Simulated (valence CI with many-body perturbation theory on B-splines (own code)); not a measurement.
## Mo37+: electric-dipole lines

Level of theory: valence CI with perturbative core correlation (CI+MBPT): three valence electrons over a frozen Dirac-Fock core [He], a basis of 11 s, 11 p, 9 d, 7 f, 5 g, 2 h, 1 i functions for each j, with the one-electron correlation potential Σ1, the two-electron term Σ2, the three-electron term Σ3, Breit, model QED; selected CI, second order for the rest (own B-spline code, finite nucleus).

No measured spectrum was set against this ion. As an estimate, large intervals hold to a few tenths of a per cent, small ones and those within an open d or f shell to about a per cent.

Lines 1 to 50 of 267 in falling wavelength, among levels below 27558 × 10³ cm⁻¹, chosen from the strongest by gf and those to the six lowest levels. Wavelengths and rates use the calculated energies. Electric multipoles are in the length gauge, E1 and E2 with the static RPA response of the core. Weak lines are less certain than strong ones. Lines between different terms over intervals too small for the method are left out, as are lines whose strength nearly cancels. The highest levels of a list are the least certain.

Levels are named by their leading jj configuration (3d3/2^4 stands for four electrons in 3d with j = 3/2), which in mixed levels can hold well under half, so a name can repeat and another be missing. Letters in brackets count levels of one name in rising energy.

| λ vac (nm) | Upper | Lower | A (s⁻¹) | S (a.u.) with core polarisation | S without |
| --- | --- | --- | --- | --- | --- |
| 32.23 | (2p1/2 2p3/2 3d5/2) J=7/2 | (2p1/2 2p3/2 3p3/2) J=5/2 [a] | 1.30e+09 | 1.72e-01 | 1.72e-01 |
| 32.18 | (2s 2p3/2 3d5/2) J=9/2 | (2s 2p3/2 3p3/2) J=7/2 | 1.58e+09 | 2.59e-01 | 2.59e-01 |
| 32.01 | (2p1/2 2p3/2 3d5/2) J=9/2 | (2p1/2 2p3/2 3p3/2) J=7/2 | 1.88e+09 | 3.04e-01 | 3.04e-01 |
| 31.85 | (2p1/2^2 3d5/2) J=5/2 | (2p1/2^2 3p3/2) J=3/2 | 1.06e+09 | 1.01e-01 | 1.01e-01 |
| 30.88 | (2s 2p1/2 3d5/2) J=7/2 | (2s 2p1/2 3p3/2) J=5/2 | 1.79e+09 | 2.08e-01 | 2.08e-01 |
| 28.71 | (2s 2p3/2 3d5/2) J=7/2 [b] | (2s 2p3/2 3p3/2) J=5/2 [b] | 1.96e+09 | 1.83e-01 | 1.83e-01 |
| 26.73 | (2s^2 3d5/2) J=5/2 | (2s^2 3p3/2) J=3/2 | 2.33e+09 | 1.32e-01 | 1.32e-01 |
| 26.11 | (2s 2p1/2 3d5/2) J=5/2 [b] | (2s 2p1/2 3p3/2) J=3/2 [b] | 2.58e+09 | 1.36e-01 | 1.36e-01 |
| 25.75 | (2s 2p3/2 3d5/2) J=7/2 [a] | (2s 2p3/2 3p3/2) J=5/2 [a] | 2.32e+09 | 1.56e-01 | 1.56e-01 |
| 25.60 | (2s 2p3/2 3d5/2) J=5/2 [a] | (2s 2p3/2 3p3/2) J=3/2 [a] | 1.85e+09 | 9.19e-02 | 9.20e-02 |
| 20.61 | (2s 2p3/2 3p3/2) J=3/2 [a] | (2s 2p3/2 3s) J=3/2 [a] | 4.56e+09 | 7.89e-02 | 7.89e-02 |
| 20.06 | (2p1/2 2p3/2 3p3/2) J=7/2 | (2p1/2 2p3/2 3s) J=5/2 | 7.16e+09 | 2.28e-01 | 2.29e-01 |
| 19.86 | (2s 2p3/2 3d3/2) J=7/2 | (2s 2p3/2 3p1/2) J=5/2 | 3.94e+09 | 1.22e-01 | 1.22e-01 |
| 19.81 | (2p1/2 2p3/2 3d3/2) J=5/2 | (2p1/2 2p3/2 3p1/2) J=3/2 [a] | 5.12e+09 | 1.18e-01 | 1.18e-01 |
| 19.62 | (2p1/2 2p3/2 3d3/2) J=7/2 | (2p1/2 2p3/2 3p1/2) J=5/2 | 4.26e+09 | 1.27e-01 | 1.27e-01 |
| 19.44 | (2s 2p3/2 3d3/2) J=5/2 [a] | (2s 2p3/2 3p1/2) J=3/2 [a] | 2.87e+09 | 6.24e-02 | 6.24e-02 |
| 19.35 | (2s 2p1/2 3d3/2) J=5/2 | (2s 2p1/2 3p1/2) J=3/2 | 4.15e+09 | 8.91e-02 | 8.91e-02 |
| 19.31 | (2p1/2 2p3/2 3p3/2) J=5/2 [a] | (2p1/2 2p3/2 3s) J=3/2 [a] | 6.10e+09 | 1.30e-01 | 1.30e-01 |
| 19.24 | (2s 2p3/2 3d3/2) J=5/2 [b] | (2s 2p3/2 3p1/2) J=3/2 [b] | 3.90e+09 | 8.23e-02 | 8.22e-02 |
| 19.03 | (2p1/2^2 3d3/2) J=3/2 | (2p1/2^2 3p1/2) J=1/2 | 6.52e+09 | 8.87e-02 | 8.88e-02 |
| 18.86 | (2s 2p3/2 3p3/2) J=7/2 | (2s 2p1/2 3d5/2) J=5/2 [a] | 3.83e+09 | 1.01e-01 | 1.02e-01 |
| 18.70 | (2s 2p1/2 3d3/2) J=3/2 [a] | (2s 2p1/2 3p1/2) J=1/2 [a] | 6.20e+09 | 8.00e-02 | 8.00e-02 |
| 18.67 | (2s 2p1/2 3p3/2) J=3/2 [b] | (2s 2p1/2 3s) J=1/2 [b] | 5.68e+09 | 7.30e-02 | 7.30e-02 |
| 18.53 | (2s 2p3/2 3p3/2) J=5/2 [b] | (2s 2p3/2 3s) J=3/2 [b] | 7.00e+09 | 1.32e-01 | 1.32e-01 |
| 18.10 | (2s^2 3d3/2) J=3/2 | (2s^2 3p1/2) J=1/2 | 5.87e+09 | 6.87e-02 | 6.87e-02 |
| 17.94 | (2p1/2 2p3/2 3p3/2) J=7/2 | (2p1/2^2 3d5/2) J=5/2 | 4.10e+09 | 9.35e-02 | 9.35e-02 |
| 17.66 | (2p1/2^2 3p3/2) J=3/2 | (2p1/2^2 3s) J=1/2 | 1.38e+10 | 1.50e-01 | 1.50e-01 |
| 17.49 | (2s 2p3/2 3p3/2) J=5/2 [a] | (2s 2p3/2 3s) J=3/2 [a] | 6.32e+09 | 1.00e-01 | 1.00e-01 |
| 17.16 | (2p1/2 2p3/2 3p3/2) J=5/2 [b] | (2p1/2 2p3/2 3s) J=3/2 [b] | 1.01e+10 | 1.52e-01 | 1.52e-01 |
| 17.04 | (2p1/2 2p3/2 3p3/2) J=5/2 [a] | (2s 2p3/2 3p3/2) J=3/2 [b] | 3.96e+09 | 5.80e-02 | 5.80e-02 |
| 17.02 | (2s 2p3/2 3p3/2) J=1/2 [a] | (2s 2p3/2 3s) J=3/2 [a] | 1.11e+10 | 5.38e-02 | 5.38e-02 |
| 16.89 | (2s^2 3p3/2) J=3/2 | (2s^2 3s) J=1/2 | 1.01e+10 | 9.59e-02 | 9.59e-02 |
| 16.77 | (2s 2p3/2 3p3/2) J=7/2 | (2s 2p3/2 3s) J=5/2 | 8.27e+09 | 1.54e-01 | 1.54e-01 |
| 16.73 | (2s 2p1/2 3p3/2) J=5/2 | (2s 2p1/2 3s) J=3/2 | 1.46e+10 | 2.03e-01 | 2.03e-01 |
| 16.20 | (2s 2p1/2 3p3/2) J=3/2 [a] | (2s 2p1/2 3s) J=1/2 [a] | 1.39e+10 | 1.17e-01 | 1.17e-01 |
| 15.08 | (2p1/2 2p3/2 3p1/2) J=5/2 | (2s 2p3/2 3p1/2) J=3/2 [b] | 5.48e+09 | 5.56e-02 | 5.57e-02 |
| 14.91 | (2p1/2 2p3/2 3p3/2) J=1/2 [b] | (2p1/2 2p3/2 3s) J=3/2 [b] | 1.71e+10 | 5.59e-02 | 5.59e-02 |
| 14.77 | (2p1/2 2p3/2 3p3/2) J=3/2 [b] | (2p1/2 2p3/2 3s) J=3/2 [a] | 9.32e+09 | 5.92e-02 | 5.93e-02 |
| 14.05 | (2s 2p3/2 3p3/2) J=5/2 [a] | (2s 2p3/2 3s) J=5/2 | 5.77e+09 | 4.74e-02 | 4.74e-02 |
| 12.07 | (2s 2p1/2 2p3/2) J=5/2 | (2s^2 2p3/2) J=3/2 | 1.92e+09 | 9.97e-03 | 1.00e-02 |
| 11.17 | (2s 2p1/2^2) J=1/2 | (2s^2 2p1/2) J=1/2 | 3.22e+09 | 4.42e-03 | 4.44e-03 |
| 9.894 | (2p1/2^2 2p3/2) J=3/2 | (2s 2p1/2 2p3/2) J=3/2 [b] | 4.72e+09 | 9.03e-03 | 9.05e-03 |
| 8.770 | (2s 2p1/2 2p3/2) J=3/2 [b] | (2s^2 2p3/2) J=3/2 | 2.06e+09 | 2.74e-03 | 2.74e-03 |
| 8.735 | (2p1/2 2p3/2 3d5/2) J=9/2 | (2s 2p3/2 3d5/2) J=9/2 | 8.49e+09 | 2.79e-02 | 2.80e-02 |
| 8.451 | (2s 2p1/2 2p3/2) J=1/2 | (2s^2 2p3/2) J=3/2 | 3.98e+09 | 2.37e-03 | 2.37e-03 |
| 7.638 | (2p1/2 2p3/2^2) J=5/2 | (2s 2p3/2^2) J=5/2 | 1.89e+10 | 2.49e-02 | 2.50e-02 |
| 7.562 | (2p1/2^2 2p3/2) J=3/2 | (2s 2p1/2 2p3/2) J=5/2 | 3.10e+10 | 2.65e-02 | 2.66e-02 |
| 6.626 | (2p1/2^2 2p3/2) J=3/2 | (2s 2p1/2 2p3/2) J=3/2 [a] | 1.36e+10 | 7.80e-03 | 7.82e-03 |
| 5.683 | (2s 2p3/2^2) J=5/2 | (2s^2 2p3/2) J=3/2 | 2.81e+10 | 1.53e-02 | 1.53e-02 |
| 5.677 | (2p1/2 2p3/2^2) J=3/2 | (2s 2p1/2 2p3/2) J=1/2 | 5.73e+10 | 2.07e-02 | 2.08e-02 |
